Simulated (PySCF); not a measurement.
# Ionisation energy of F(2+) by level of theory

F(2+) [He] 2s2 2p3 (4S) → F(3+) [He] 2s2 2p2 (3P), as a difference of total energies. Calculation: PySCF 2.14, in x2c-QZVPPall; scalar relativity by spin-free X2C-1e. Correlated levels: valence and next inner shell: nothing frozen. The calculations carry no spin-orbit coupling.

**Question.** Order these methods by the ionisation energy they give, lowest first.
A. SCS-MP2 (valence and next inner shell)
B. CCSD (valence and next inner shell)
C. MP2 (valence and next inner shell)
D. UHF

**Answer.** D (62.252 eV), A (62.640 eV), B (62.700 eV), C (62.920 eV).

A first-order spin-orbit estimate (lowest level to lowest level, LS coupling) adds -0.055 eV.

Errors of the correlated levels include the incompleteness of this basis.

For comparison: 62.708 eV (semi-empirical (NIST evaluation); NIST Atomic Spectra Database, ionization energies).
